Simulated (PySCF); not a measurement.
CH2I2, triplet, at the geometry of the source list (a higher spin typed on purpose: for a closed-shell molecule this is an excited state) (all electrons, no relativity), with bond 1-2 at 1.8 times its length; CASSCF(6,6)+NEVPT2/STO-3G in PySCF.

The PySCF input:
```python
from pyscf import gto, scf, mcscf, mrpt
import numpy

mol = gto.Mole()
mol.atom = '''
    I    -3.24726000    1.86870000   -0.00022000
    C     0.00030000   -0.22020000    0.00680000
    I     1.80060000    0.94460000   -0.06450000
    H     0.01850000   -0.80210000    0.92070000
    H    -0.01540000   -0.86260000   -0.86590000
'''
mol.basis = 'sto-3g'
mol.spin = 2
mol.verbose = 4
mol.build()

mf = scf.ROHF(mol)
mf.kernel()
mc = mcscf.CASSCF(mf, 6, 6)
mc.fix_spin_(ss=2.0)
mc.kernel()
occ = numpy.linalg.eigvalsh(mc.fcisolver.make_rdm1(mc.ci, mc.ncas, mc.nelecas))[::-1]
ss = mc.fcisolver.spin_square(mc.ci, mc.ncas, mc.nelecas)[0]
print('natural occupations', occ.round(4), ' <S^2>', round(ss, 4))
e2 = mrpt.NEVPT(mc).kernel()
print('E(NEVPT2) = %.10f' % (mc.e_tot + e2))
```

### Question
What does PySCF print? Leave out banner, timings and long lists.

### Answer

```
PySCF version 2.14.0

[INPUT] verbose = 4
[INPUT] num. atoms = 5
[INPUT] num. electrons = 114
[INPUT] charge = 0
[INPUT] spin (= nelec alpha-beta = 2S) = 2
[INPUT] symmetry False subgroup None
[INPUT] Mole.unit = angstrom
[INPUT] Symbol           X                Y                Z      unit          X                Y                Z       unit  Magmom
[...]
nuclear repulsion = 451.698167780028
number of shells = 27
number of NR pGTOs = 183
number of NR cGTOs = 61
basis = sto-3g
ecp = {}

******** <class 'pyscf.scf.rohf.ROHF'> ********
method = ROHF
initial guess = minao
damping factor = 0
level_shift factor = 0
DIIS = <class 'pyscf.scf.diis.CDIIS'>
diis_start_cycle = 1
diis_space = 8
diis_damp = 0
SCF conv_tol = 1e-09
SCF conv_tol_grad = None
SCF max_cycles = 50
direct_scf = True
direct_scf_tol = 1e-13
num. doubly occ = 56  num. singly occ = 2
Set gradient conv threshold to 3.16228e-05
init E= -13695.131968292
[...]
cycle= 1 E= -13739.4514811602  delta_E= -44.3  |g|= 0.378  |ddm|=  1.9
[...]
cycle= 2 E= -13739.4341862269  delta_E= 0.0173  |g|= 0.552  |ddm|=  2.4
[...]
cycle= 3 E= -13739.8500226991  delta_E= -0.416  |g|= 0.093  |ddm|= 1.72
[...]
cycle= 4 E= -13739.860316338  delta_E= -0.0103  |g|= 0.0691  |ddm|= 0.313
[...]
cycle= 5 E= -13739.8630692693  delta_E= -0.00275  |g|= 0.0363  |ddm|= 0.134
[...]
cycle= 6 E= -13739.8638731399  delta_E= -0.000804  |g|= 0.0157  |ddm|= 0.0677
[...]
cycle= 7 E= -13739.8639817673  delta_E= -0.000109  |g|= 0.00737  |ddm|= 0.0191
[...]
cycle= 8 E= -13739.8640070646  delta_E= -2.53e-05  |g|= 0.00171  |ddm|= 0.009
[...]
cycle= 9 E= -13739.8640087297  delta_E= -1.67e-06  |g|= 0.000241  |ddm|= 0.00339
[...]
cycle= 10 E= -13739.8640088411  delta_E= -1.11e-07  |g|= 7.91e-05  |ddm|= 0.00104
[...]
cycle= 11 E= -13739.8640088979  delta_E= -5.68e-08  |g|= 7.17e-05  |ddm|= 0.000679
[...]
cycle= 12 E= -13739.8640089729  delta_E= -7.5e-08  |g|= 7.08e-05  |ddm|= 0.000912
[...]
cycle= 13 E= -13739.864009157  delta_E= -1.84e-07  |g|= 6.98e-05  |ddm|= 0.00227
[...]
cycle= 14 E= -13739.8640104219  delta_E= -1.26e-06  |g|= 6.3e-05  |ddm|= 0.0166
[...]
cycle= 15 E= -13739.8640142811  delta_E= -3.86e-06  |g|= 5.92e-05  |ddm|= 0.0763
[...]
cycle= 16 E= -13739.8640143161  delta_E= -3.5e-08  |g|= 3.47e-05  |ddm|= 0.00104
[...]
cycle= 17 E= -13739.8640150299  delta_E= -7.14e-07  |g|= 4.6e-05  |ddm|= 0.0397
[...]
cycle= 18 E= -13739.8640150681  delta_E= -3.82e-08  |g|= 1.16e-05  |ddm|= 0.00646
[...]
cycle= 19 E= -13739.8640150793  delta_E= -1.11e-08  |g|= 1.01e-05  |ddm|= 0.00592
[...]
cycle= 20 E= -13739.8640150795  delta_E= -2.09e-10  |g|= 7.62e-07  |ddm|= 0.000386
[...]
Extra cycle  E= -13739.8640150795  delta_E= -4.55e-11  |g|= 6.83e-07  |ddm|= 7.73e-06
converged SCF energy = -13739.8640150795

******** <class 'pyscf.mcscf.mc1step.CASSCF'> ********
CAS (4e+2e, 6o), ncore = 54, nvir = 1
max_cycle_macro = 50
max_cycle_micro = 4
conv_tol = 1e-07
conv_tol_grad = None
orbital rotation max_stepsize = 0.02
orbital rotation threshold for CI restart = 0.01
augmented hessian ah_max_cycle = 30
augmented hessian ah_conv_tol = 1e-12
augmented hessian ah_linear dependence = 1e-14
augmented hessian ah_level shift = 1e-08
augmented hessian ah_start_tol = 2.5
augmented hessian ah_start_cycle = 3
augmented hessian ah_grad_trust_region = 3
kf_trust_region = 3
kf_interval = 4
ci_response_space = 4
ci_grad_trust_region = 3
with_dep4 0
natorb = False
canonicalization = True
sorting_mo_energy = False
ao2mo_level = 2
internal_rotation = False
******** <class 'pyscf.fci.addons.SpinPenaltyFCISolver'> ********
max. cycles = 50
conv_tol = 1e-08
davidson only = True
linear dependence = 1e-12
level shift = 0.001
max iter space = 12
nroots = 1
pspace_size = 400
spin = None
CASCI E = -13739.8646200820  S^2 = 2.0000000
Set conv_tol_grad to 0.000316228
macro iter   1 ( 21 JK    4 micro), CASSCF E = -13739.8664249992  dE = -1.80491719e-03  S^2 = 2.0000000
               |grad[o]|=0.00145  |grad[c]|=0.016  |ddm|=0.0296  |maxRot[o]|= 0.29
macro iter   2 ( 21 JK    4 micro), CASSCF E = -13739.8726208556  dE = -6.19585639e-03  S^2 = 2.0000000
               |grad[o]|=0.00613  |grad[c]|=0.0216  |ddm|=0.0194  |maxRot[o]|=0.311
macro iter   3 ( 21 JK    4 micro), CASSCF E = -13739.8800810318  dE = -7.46017622e-03  S^2 = 2.0000000
               |grad[o]|=0.0151  |grad[c]|=0.0212  |ddm|=0.0186  |maxRot[o]|=0.313
macro iter   4 ( 21 JK    4 micro), CASSCF E = -13739.8840393120  dE = -3.95828020e-03  S^2 = 2.0000000
               |grad[o]|=0.0137  |grad[c]|=0.0236  |ddm|=0.0116  |maxRot[o]|=0.195
macro iter   5 ( 21 JK    4 micro), CASSCF E = -13739.8878715962  dE = -3.83228415e-03  S^2 = 2.0000000
               |grad[o]|=0.00907  |grad[c]|=0.0197  |ddm|=0.0166  |maxRot[o]|= 0.31
macro iter   6 ( 21 JK    4 micro), CASSCF E = -13739.8943885822  dE = -6.51698603e-03  S^2 = 2.0000000
               |grad[o]|=0.0102  |grad[c]|=0.0222  |ddm|=0.0244  |maxRot[o]|=  0.3
macro iter   7 ( 21 JK    4 micro), CASSCF E = -13739.9004311231  dE = -6.04254092e-03  S^2 = 2.0000000
               |grad[o]|=0.0127  |grad[c]|=0.0149  |ddm|=0.0136  |maxRot[o]|=0.315
macro iter   8 ( 20 JK    4 micro), CASSCF E = -13739.9042359848  dE = -3.80486172e-03  S^2 = 2.0000000
               |grad[o]|=0.0115  |grad[c]|=0.00646  |ddm|=0.0049  |maxRot[o]|=0.158
macro iter   9 ( 20 JK    4 micro), CASSCF E = -13739.9051012182  dE = -8.65233396e-04  S^2 = 2.0000000
               |grad[o]|=0.00587  |grad[c]|=0.00535  |ddm|=0.0022  |maxRot[o]|=0.0816
macro iter  10 ( 20 JK    4 micro), CASSCF E = -13739.9052863667  dE = -1.85148499e-04  S^2 = 2.0000000
               |grad[o]|=0.00254  |grad[c]|=0.00177  |ddm|=0.00128  |maxRot[o]|=0.0402
macro iter  11 ( 20 JK    4 micro), CASSCF E = -13739.9052911246  dE = -4.75782872e-06  S^2 = 2.0000000
               |grad[o]|=0.000567  |grad[c]|=0.000254  |ddm|=0.00114  |maxRot[o]|=0.276
macro iter  12 (  9 JK    2 micro), CASSCF E = -13739.9052951355  dE = -4.01090983e-06  S^2 = 2.0000000
[...]
CASSCF energy = -13739.9052973377
CASCI E = -13739.9052973377  E(CI) = -7.85663597431449  S^2 = 2.0000000
[...]
0 I 5s           0.00222  -0.00120   0.01208   0.00213   0.00142
0 I 2px         -0.00000   0.00000   0.00004  -0.00109  -0.00000
0 I 2py          0.00000  -0.00001   0.00011  -0.00131   0.00000
0 I 2pz          0.00000   0.00000  -0.00001   0.00012  -0.00000
0 I 3px          0.00003  -0.00001   0.00005   0.00213   0.00002
0 I 3py         -0.00002   0.00001  -0.00029   0.00254  -0.00002
0 I 3pz          0.00001   0.00000   0.00002  -0.00024   0.00000
0 I 4px         -0.00007   0.00003   0.00028  -0.01136  -0.00004
0 I 4py          0.00006  -0.00008   0.00119  -0.01357   0.00004
0 I 4pz         -0.00001   0.00000  -0.00008   0.00126  -0.00000
0 I 5px          0.00480  -0.00189  -0.01204   0.63916   0.00248
0 I 5py         -0.00382   0.00464  -0.06950   0.76314  -0.00281
0 I 5pz          0.00095  -0.00015   0.00473  -0.07066   0.00004
0 I 3dxy         0.00000   0.00000   0.00000   0.00000   0.00000
0 I 3dyz         0.00000   0.00000   0.00000   0.00000   0.00000
0 I 3dz^2        0.00000  -0.00000   0.00000   0.00000   0.00000
0 I 3dxz        -0.00000  -0.00000   0.00000   0.00000  -0.00000
0 I 3dx2-y2     -0.00000   0.00000  -0.00000   0.00000  -0.00000
0 I 4dxy        -0.00002   0.00001  -0.00014   0.00000  -0.00003
0 I 4dyz        -0.00001  -0.00000  -0.00000  -0.00000  -0.00000
0 I 4dz^2       -0.00001   0.00000  -0.00009  -0.00001  -0.00002
0 I 4dxz         0.00001   0.00000   0.00000  -0.00000   0.00000
0 I 4dx2-y2      0.00001  -0.00001   0.00007  -0.00002   0.00000
1 C 1s          -0.00217   0.00217   0.00085   0.00007  -0.00431
1 C 2s          -0.42702   0.27049  -0.36805  -0.02341   0.28211
1 C 2px         -0.01989   0.41537   0.69361   0.04219   0.56218
1 C 2py          0.15674   0.44909  -0.57161  -0.03610   0.35327
1 C 2pz         -0.56385  -0.07495   0.00457   0.00039  -0.02689
2 I 1s           0.00001   0.00006   0.00003   0.00000  -0.00019
2 I 2s          -0.00027   0.00014  -0.00016  -0.00001   0.00126
2 I 3s           0.00091  -0.00061   0.00046   0.00002  -0.00376
2 I 4s           0.00126  -0.00418  -0.00044  -0.00001   0.00197
2 I 5s           0.03821  -0.02868   0.01752   0.00078  -0.20352
2 I 2px         -0.00027   0.00130   0.00022   0.00001  -0.00056
2 I 2py         -0.00022   0.00083  -0.00004  -0.00000  -0.00034
2 I 2pz          0.00007  -0.00006  -0.00000  -0.00000   0.00002
2 I 3px         -0.00022  -0.00142  -0.00105  -0.00005   0.00328
2 I 3py         -0.00023  -0.00105   0.00047   0.00002   0.00209
2 I 3pz          0.00043   0.00012   0.00001   0.00000  -0.00013
2 I 4px         -0.00217   0.01396   0.00303   0.00013  -0.00802
2 I 4py         -0.00160   0.00900  -0.00071  -0.00003  -0.00501
2 I 4pz          0.00004  -0.00062  -0.00004  -0.00000   0.00032
2 I 5px          0.07215  -0.60556  -0.18442  -0.00806   0.55818
2 I 5py          0.05466  -0.40114   0.07367   0.00317   0.35147
2 I 5pz          0.02021   0.03297   0.00182   0.00006  -0.02201
2 I 3dxy        -0.00015   0.00027   0.00009   0.00000   0.00085
2 I 3dyz         0.00010  -0.00000  -0.00001  -0.00000  -0.00003
2 I 3dz^2        0.00008  -0.00019   0.00002   0.00000  -0.00054
2 I 3dxz         0.00013  -0.00000   0.00000   0.00000  -0.00005
2 I 3dx2-y2     -0.00003   0.00018  -0.00026  -0.00002   0.00038
2 I 4dxy         0.00206  -0.00012  -0.00181  -0.00009  -0.01929
2 I 4dyz        -0.00141  -0.00023   0.00019   0.00001   0.00076
2 I 4dz^2       -0.00112   0.00051  -0.00059  -0.00005   0.01222
2 I 4dxz        -0.00182  -0.00026  -0.00009  -0.00001   0.00116
2 I 4dx2-y2      0.00066  -0.00133   0.00616   0.00039  -0.00868
3 H 1s          -0.67598  -0.12082   0.07369   0.00512  -0.01815
4 H 1s           0.08767  -0.05049   0.07938   0.00536  -0.02754
               #6
0 I 1s           0.00000
0 I 2s          -0.00001
0 I 3s           0.00002
0 I 4s           0.00000
0 I 5s           0.00065
0 I 2px          0.00000
0 I 2py         -0.00000
0 I 2pz          0.00000
0 I 3px          0.00001
0 I 3py         -0.00001
0 I 3pz         -0.00000
0 I 4px         -0.00002
0 I 4py          0.00001
0 I 4pz          0.00001
0 I 5px          0.00115
0 I 5py         -0.00052
0 I 5pz         -0.00046
0 I 3dxy         0.00000
0 I 3dyz         0.00000
0 I 3dz^2        0.00000
0 I 3dxz         0.00000
0 I 3dx2-y2     -0.00000
0 I 4dxy        -0.00002
0 I 4dyz         0.00000
0 I 4dz^2       -0.00001
0 I 4dxz        -0.00000
0 I 4dx2-y2      0.00001
1 C 1s          -0.00525
1 C 2s           0.35795
1 C 2px          0.00529
1 C 2py         -0.30948
1 C 2pz          0.50722
2 I 1s          -0.00000
2 I 2s           0.00000
2 I 3s          -0.00000
2 I 4s           0.00006
2 I 5s           0.00523
2 I 2px         -0.00002
2 I 2py         -0.00002
2 I 2pz          0.00001
2 I 3px          0.00001
2 I 3py          0.00015
2 I 3pz         -0.00025
2 I 4px         -0.00015
2 I 4py         -0.00026
2 I 4pz          0.00031
2 I 5px          0.00043
2 I 5py          0.01779
2 I 5pz         -0.03043
2 I 3dxy         0.00007
2 I 3dyz        -0.00007
2 I 3dz^2       -0.00003
2 I 3dxz        -0.00013
2 I 3dx2-y2     -0.00005
2 I 4dxy        -0.00147
2 I 4dyz         0.00137
2 I 4dz^2        0.00068
2 I 4dxz         0.00269
2 I 4dx2-y2      0.00105
3 H 1s          -0.71933
4 H 1s           0.00699
<CAS-nat-orb|mo-hf>  55     48      -0.56651203
<CAS-nat-orb|mo-hf>  55     51      -0.76429584
<CAS-nat-orb|mo-hf>  56     52      -0.91923580
<CAS-nat-orb|mo-hf>  57     58       0.99555946
<CAS-nat-orb|mo-hf>  58     57       0.99443236
<CAS-nat-orb|mo-hf>  59     59       0.99830958
<CAS-nat-orb|mo-hf>  60     60       0.68771362
<CAS-nat-orb|mo-hf>  60     61       0.72473492
Sr    (-1)',   E = -0.00081492338582
Si    (+1)',   E = -0.00262559585441
Sijrs (0)  ,   E = -0.00829102893119
Sijr  (+1) ,   E = -0.00067215979141
Srsi  (-1) ,   E = -0.00074744484011
Srs   (-2) ,   E = -0.00031360945264
Sij   (+2) ,   E = -0.00133536755722
Sir   (0)' ,   E = -0.00562340769673
Nevpt2 Energy = -0.020423537509523
E(NEVPT2) = -13739.9257208752
```
